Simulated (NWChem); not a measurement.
All runs are NWChem calculations. System: H2GeS, charge 0, spin multiplicity 1, at a geometry optimised with B3LYP/def2-SVP. The structure started from a generated list of species. Level: RHF/pcseg-1.

Job file:

```
start mol
memory heap 200 mb stack 900 mb global 1100 mb
geometry units angstroms nocenter noautoz
  Ge    -0.532407    -0.550928     0.000000
  H      0.640201    -1.643387     0.000000
  S      1.015472     1.072369     0.000000
  H      0.149253     2.115166     0.000000
  symmetry group Cs
end
basis spherical
  * library pcseg-1
end
scf
  rhf
  nopen 0
  maxiter 100
  thresh 1e-7
  semidirect memsize 60000000 filesize 0
end
task scf energy
```

NWChem printed:

```
             Northwest Computational Chemistry Package (NWChem) 7.3.0
             --------------------------------------------------------

                                NWChem Input Module
                                -------------------

 Scaling coordinates for geometry "geometry" by  1.889725989
 (inverse scale =  0.529177249)

 Turning off AUTOSYM since
 SYMMETRY directive was detected!

                             Geometry "geometry" -> ""
                             -------------------------

 Output coordinates in angstroms (scale by  1.889725989 to convert to a.u.)

  No.       Tag          Charge          X              Y              Z
 ---- ---------------- ---------- -------------- -------------- --------------
    1 Ge                  32.0000    -0.53240700    -0.55092800     0.00000000
    2 H                    1.0000     0.64020100    -1.64338700     0.00000000
    3 S                   16.0000     1.01547200     1.07236900     0.00000000
    4 H                    1.0000     0.14925300     2.11516600     0.00000000

 Effective nuclear repulsion energy (a.u.)     146.9865201533

            Nuclear Dipole moment (a.u.)
            ----------------------------
        X                 Y               Z
 ---------------- ---------------- ----------------
    -0.0000340151    -0.0000245664     0.0000000000

      Symmetry information
      --------------------

 Group name             Cs
 Group number              2
 Group order               2
 No. of unique centers     4

      Symmetry unique atoms

     1    2    3    4


 Summary of "ao basis" -> "" (spherical)
 ------------------------------------------------------------------------------
       Tag                 Description            Shells   Functions and Types
 ---------------- ------------------------------  ------  ---------------------
 *                          pcseg-1                   on all atoms

 Summary of "ao basis" -> "ao basis" (spherical)
 ------------------------------------------------------------------------------
       Tag                 Description            Shells   Functions and Types
 ---------------- ------------------------------  ------  ---------------------
 Ge                         pcseg-1                 11       27   5s4p2d
 H                          pcseg-1                  3        5   2s1p
 S                          pcseg-1                  8       18   4s3p1d

                                 NWChem SCF Module
                                 -----------------

  ao basis        = "ao basis"
  functions       =    55
  atoms           =     4
  closed shells   =    25
  open shells     =     0
  charge          =   0.00
  wavefunction    = RHF
  use symmetry    = T
  symmetry adapt  = T

 Summary of "ao basis" -> "ao basis" (spherical)
 ------------------------------------------------------------------------------
       Tag                 Description            Shells   Functions and Types
 ---------------- ------------------------------  ------  ---------------------
 Ge                         pcseg-1                 11       27   5s4p2d
 H                          pcseg-1                  3        5   2s1p
 S                          pcseg-1                  8       18   4s3p1d

      Symmetry analysis of basis
      --------------------------

        a'         40
        a"         15

 Forming initial guess at       0.1s

      Superposition of Atomic Density Guess
      -------------------------------------

 Sum of atomic energies:       -2473.47564139

      Non-variational initial energy
      ------------------------------

 Total energy =   -2473.740588
 1-e energy   =   -3737.857418
 2-e energy   =    1117.130309
 HOMO         =      -0.240942
 LUMO         =      -0.063542

      Symmetry analysis of molecular orbitals - initial
      -------------------------------------------------

  Numbering of irreducible representations:

     1 a'          2 a"

  Orbital symmetries:

     1 a'          2 a'          3 a'          4 a'          5 a'
     6 a"          7 a'          8 a'          9 a'         10 a'
    11 a"         12 a'         13 a'         14 a"         15 a'
    16 a'         17 a'         18 a"         19 a"         20 a'
    21 a'         22 a'         23 a'         24 a"         25 a'
    26 a"         27 a'         28 a'         29 a'         30 a'
    31 a'         32 a'         33 a'         34 a"         35 a"

 Starting SCF solution at       0.9s

 ----------------------------------------------
         Quadratically convergent ROHF

 Convergence threshold     :          1.000E-07
 Maximum no. of iterations :          100
 Final Fock-matrix accuracy:          1.000E-09
 ----------------------------------------------

              iter       energy          gnorm     gmax       time
             ----- ------------------- --------- --------- --------
                 1    -2473.7327198673  4.49D-01  1.21D-01      0.9
                 2    -2473.7548657476  1.81D-01  4.88D-02      0.9
                 3    -2473.7585716604  1.27D-02  5.11D-03      0.9
                 4    -2473.7586083702  1.48D-04  6.18D-05      0.9
                 5    -2473.7586083755  9.36D-09  3.42D-09      1.0

       Final RHF  results
       ------------------

         Total SCF energy =  -2473.758608375489
      One-electron energy =  -3738.708141934363
      Two-electron energy =   1117.963013405599
 Nuclear repulsion energy =    146.986520153275

        Time for solution =      0.1s

       Symmetry analysis of molecular orbitals - final
       -----------------------------------------------

  Numbering of irreducible representations:

     1 a'          2 a"

  Orbital symmetries:

     1 a'          2 a'          3 a'          4 a"          5 a'
     6 a'          7 a'          8 a'          9 a'         10 a'
    11 a"         12 a"         13 a'         14 a'         15 a'
    16 a"         17 a"         18 a'         19 a'         20 a'
    21 a'         22 a'         23 a'         24 a"         25 a'
    26 a"         27 a'         28 a'         29 a'         30 a'
    31 a'         32 a'         33 a"         34 a'         35 a"

             Final eigenvalues
             -----------------

              1
    1 -405.1842
    2  -91.9271
    3  -52.1252
    4  -46.2506
    5  -46.2495
    6  -46.2488
    7   -8.9481
    8   -7.2084
    9   -6.6405
   10   -6.6392
   11   -6.6380
   12   -5.2073
   13   -5.2031
   14   -5.1993
   15   -1.6826
   16   -1.6802
   17   -1.6750
   18   -1.6735
   19   -1.6692
   20   -0.9639
   21   -0.6676
   22   -0.5282
   23   -0.4435
   24   -0.3914
   25   -0.3465
   26    0.0110
   27    0.1073
   28    0.1431
   29    0.1734
   30    0.3425
   31    0.3593
   32    0.4052
   33    0.4252
   34    0.4270
   35    0.4319

                       ROHF Final Molecular Orbital Analysis
                       -------------------------------------

 Vector   23  Occ=2.000000D+00  E=-4.434835D-01  Symmetry=a'
              MO Center=  4.9D-01, -1.1D-01, -8.9D-16, r^2= 3.1D+00
   Bfn.  Coefficient  Atom+Function         Bfn.  Coefficient  Atom+Function
  ----- ------------  ---------------      ----- ------------  ---------------
    40      0.355459  3 S  px                41      0.322478  3 S  py
    28      0.295604  2 H  s                 13     -0.278807  1 Ge py
    16     -0.237667  1 Ge py                10      0.170200  1 Ge py
    29      0.157177  2 H  s

 Vector   24  Occ=2.000000D+00  E=-3.913859D-01  Symmetry=a"
              MO Center=  8.7D-01,  9.4D-01, -7.7D-16, r^2= 1.9D+00
   Bfn.  Coefficient  Atom+Function         Bfn.  Coefficient  Atom+Function
  ----- ------------  ---------------      ----- ------------  ---------------
    42      0.690642  3 S  pz                45      0.361816  3 S  pz
    39     -0.254083  3 S  pz

 Vector   25  Occ=2.000000D+00  E=-3.465226D-01  Symmetry=a'
              MO Center= -4.2D-01, -2.9D-01,  1.9D-15, r^2= 3.5D+00
   Bfn.  Coefficient  Atom+Function         Bfn.  Coefficient  Atom+Function
  ----- ------------  ---------------      ----- ------------  ---------------
     5      0.397680  1 Ge s                 15     -0.346809  1 Ge px
     4      0.342376  1 Ge s                 12     -0.328996  1 Ge px
    40      0.329743  3 S  px                 3     -0.279820  1 Ge s
    28     -0.203272  2 H  s                  9      0.196240  1 Ge px
    43      0.184286  3 S  px                41      0.161461  3 S  py

 Vector   26  Occ=0.000000D+00  E= 1.096996D-02  Symmetry=a"
              MO Center= -4.3D-01, -4.7D-01,  1.6D-14, r^2= 3.5D+00
   Bfn.  Coefficient  Atom+Function         Bfn.  Coefficient  Atom+Function
  ----- ------------  ---------------      ----- ------------  ---------------
    17      0.829781  1 Ge pz                14      0.323292  1 Ge pz
    45     -0.280195  3 S  pz                42     -0.238182  3 S  pz
    11     -0.220951  1 Ge pz

 Vector   27  Occ=0.000000D+00  E= 1.073166D-01  Symmetry=a'
              MO Center= -2.7D-01,  3.6D-02, -1.4D-15, r^2= 5.9D+00
   Bfn.  Coefficient  Atom+Function         Bfn.  Coefficient  Atom+Function
  ----- ------------  ---------------      ----- ------------  ---------------
    16      1.176010  1 Ge py                36     -1.110010  3 S  s
    43      0.733095  3 S  px                52      0.649230  4 H  s
    29      0.504307  2 H  s                  5      0.327229  1 Ge s
    15      0.275807  1 Ge px                40      0.232770  3 S  px
    13      0.191958  1 Ge py

 Vector   28  Occ=0.000000D+00  E= 1.431036D-01  Symmetry=a'
              MO Center=  2.4D-01,  6.9D-01,  2.7D-15, r^2= 5.7D+00
   Bfn.  Coefficient  Atom+Function         Bfn.  Coefficient  Atom+Function
  ----- ------------  ---------------      ----- ------------  ---------------
    52      1.426013  4 H  s                 44     -1.236565  3 S  py
    15     -1.043752  1 Ge px                 5     -0.960739  1 Ge s
    29      0.697902  2 H  s                 41     -0.339441  3 S  py
     4     -0.281902  1 Ge s                 16     -0.217173  1 Ge py
     3      0.214190  1 Ge s                 36     -0.200594  3 S  s

 center of mass
 --------------
 x =  -0.10672171 y =  -0.10444782 z =   0.00000000

 moments of inertia (a.u.)
 ------------------
         236.065639202895        -197.908195666548           0.000000000000
        -197.908195666548         192.887868577496           0.000000000000
           0.000000000000           0.000000000000         428.953507780390

  Mulliken analysis of the total density
  --------------------------------------

    Atom       Charge   Shell Charges
 -----------   ------   -------------------------------------------------------
    1 Ge  32    31.86   2.00  2.00  2.00  1.08  0.75  6.00  5.98  0.90  0.98 10.02  0.15
    2 H    1     1.02   0.73  0.29  0.01
    3 S   16    16.24   2.00  2.00  1.15  0.70  5.99  3.19  1.15  0.06
    4 H    1     0.88   0.72  0.14  0.02

       Multipole analysis of the density wrt the origin
       ------------------------------------------------

     L   x y z        total         open         nuclear
     -   - - -        -----         ----         -------
     0   0 0 0     -0.000000      0.000000     50.000000

     1   1 0 0     -0.530143      0.000000     -0.000034
     1   0 1 0     -0.067504      0.000000     -0.000025
     1   0 0 1      0.000000      0.000000      0.000000

     2   2 0 0    -27.689755      0.000000     92.853738
     2   1 1 0     -0.973079      0.000000     93.108865
     2   1 0 1     -0.000000      0.000000      0.000000
     2   0 2 0    -23.153803      0.000000    126.011952
     2   0 1 1      0.000000      0.000000      0.000000
     2   0 0 2    -23.695489      0.000000      0.000000

 Task  times  cpu:        1.0s     wall:        1.0s

 Total times  cpu:        1.0s     wall:        1.0s
```
